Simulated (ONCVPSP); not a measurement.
u(r) = r·R(r): atom against pseudo-atom (La)

Columns: radius, all-electron u(r) and pseudo u(r) of the 5s shell (level -38.95 eV) of lanthanum in the configuration [Kr] 4d10 5s2 5p6 5d1 6s2; PBEsol, scalar-relativistic, ONCV scheme, ONCVPSP 4.0.1.

| r (bohr) | all-electron | pseudo |
| --- | --- | --- |
| 0.132 | 0.0641 | 0.1202 |
| 0.265 | 0.2449 | 0.2390 |
| 0.398 | -0.3116 | 0.3535 |
| 0.530 | -0.5163 | 0.4605 |
| 0.663 | -0.3084 | 0.5593 |
| 0.795 | 0.0650 | 0.6457 |
| 0.928 | 0.4284 | 0.7184 |
| 1.060 | 0.6990 | 0.7735 |
| 1.193 | 0.8669 | 0.8097 |
| 1.325 | 0.9430 | 0.8253 |
| 1.458 | 0.9506 | 0.8205 |
| 1.590 | 0.9113 | 0.7970 |
| 1.723 | 0.8426 | 0.7568 |
| 1.855 | 0.7594 | 0.7037 |
| 1.988 | 0.6703 | 0.6401 |
| 2.120 | 0.5832 | 0.5705 |
| 2.252 | 0.5012 | 0.4979 |
| 2.385 | 0.4259 | 0.4257 |
| 2.518 | 0.3591 | 0.3590 |
| 2.650 | 0.3012 | 0.3011 |
| 2.782 | 0.2513 | 0.2512 |
| 2.915 | 0.2084 | 0.2084 |
| 3.048 | 0.1723 | 0.1722 |
| 3.180 | 0.1422 | 0.1421 |
| 3.312 | 0.1170 | 0.1170 |
| 3.445 | 0.0960 | 0.0959 |

(1) How many radial nodes do the two functions have?

(2) At about which radius was the pseudo-wave matched?

(3) Where does each function peak?

(4) Is the pseudo-wave norm-conserving?

Results:

(1) The all-electron 5s function has n − l − 1 = 4 (the table is too coarse to show those close to the nucleus); the pseudo-wave has 0, since the states of the same l below it are removed with the core.

(2) 2.45 bohr, where the columns begin to agree (steps of 0.13 bohr).

(3) Outermost all-electron maximum near 1.46 bohr, pseudo maximum near 1.32 bohr (to the table’s step).

(4) Yes: the ONCV scheme keeps the norm inside the radius equal to the all-electron one, which fixes the energy derivative of the logarithmic derivative at the level.
